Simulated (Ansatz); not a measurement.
System: sum formula H₈Si₃NO, net charge 0, doublet state. It need not be the lowest isomer of its formula. SMILES: [SiH3]O[SiH2]N[SiH2]
Geometry from a B3LYP-D3(BJ)/def2-TZVP (Ansatz, an electronic-structure program) optimisation:
```xyz
13

Si    -0.2415    -1.0190    -0.8183
N     -1.1331    -0.7054     0.6290
Si    -2.0434     0.7111     1.0593
O      1.2797    -0.4094    -0.7757
Si     2.1545     0.8212    -0.1325
H     -0.1152    -2.4797    -0.9866
H     -0.9725    -0.3829    -1.9309
H     -0.9747    -1.3590     1.3860
H     -2.4496     1.3626    -0.2144
H     -3.2400     0.3095     1.8538
H      1.3893     2.0890    -0.2015
H      3.4066     0.9529    -0.9066
H      2.4755     0.5326     1.2842
```
Charge 0, spin multiplicity 2.

Wanted: atomisation energy (electronic, to ground-state atoms), in kcal/mol. Valence correlation only, unless marked. Open shells are spin-unrestricted. Spin-orbit coupling is left out. Non-relativistic. The coupled-cluster limit lacks core correlation, which all-electron functionals hold. Basis-set limits of correlation are two-point, X^-3; Hartree-Fock from the larger set.

```
level                            program  atomisation energy (kcal/mol)
------------------------  --------------  -----------------------------
HF/6-31G                          Ansatz                          603.2
HF/6-31G*                         Ansatz                          726.8
PBE-D3(BJ)/def2-TZVPD     Ansatz + dftd3                         1017.4
revPBE-D3(BJ)/def2-TZVPD  Ansatz + dftd3                          995.3
```

**Question.** What does CCSD(T)/CBS(cc-pV(T+d)Z,cc-pV(Q+d)Z) (Ansatz) give?

**Answer.** 1028.4 kcal/mol, so revPBE-D3(BJ)/def2-TZVPD differs from it by -33.1 kcal/mol.
